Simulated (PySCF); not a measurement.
H7NSi2, SMILES [SiH3]N[SiH3] (connectivity only; charge and spin as stated), charge -1, multiplicity 2.

The structure is a stationary point at PBE0-D3(BJ)/def2-SVPD. The spin state was assumed, not searched.

Computed with PBE0-D3(BJ)/def2-SVPD run with PySCF.

Frequencies are harmonic and unscaled.

Computed harmonic wavenumbers and intensities:
| mode | ν (cm⁻¹) | IR (km/mol) | moving atoms (share of kinetic energy) |
|---|---|---|---|
| 1 | 83 | 1.3 | H 67 %, N 24 %, Si 9 % |
| 2 | 116 | 1.1 | H 85 %, N 10 % |
| 3 | 152 | 3.3 | H 42 %, Si 41 %, N 17 % |
| 4 | 289 | 26.6 | H 83 %, N 14 % |
| 5 | 372 | 17.6 | H 71 %, Si 15 %, N 14 % |
| 6 | 457 | 37.2 | H 42 %, Si 37 %, N 22 % |
| 7 | 545 | 10.3 | H 86 %, Si 12 % |
| 8 | 692 | 20.1 | H 86 %, Si 10 % |
| 9 | 728 | 89.0 | H 66 %, N 21 %, Si 13 % |
| 10 | 823 | 59.7 | H 93 % |
| 11 | 872 | 83.4 | N 54 %, Si 24 %, H 21 % |
| 12 | 928 | 72.6 | H 96 % |
| 13 | 936 | 356.1 | H 91 %, Si 8 % |
| 14 | 969 | 109.6 | H 96 % |
| 15 | 987 | 86.5 | H 93 % |
| 16 | 1031 | 30.5 | H 92 % |
| 17 | 1085 | 108.6 | H 87 %, N 11 % |
| 18 | 1631 | 985.7 | H 97 % |
| 19 | 2007 | 154.6 | H 97 % |
| 20 | 2058 | 282.3 | H 97 % |
| 21 | 2105 | 270.0 | H 96 % |
| 22 | 2116 | 252.0 | H 96 % |
| 23 | 2151 | 207.8 | H 98 % |
| 24 | 3624 | 6.4 | H 93 % |
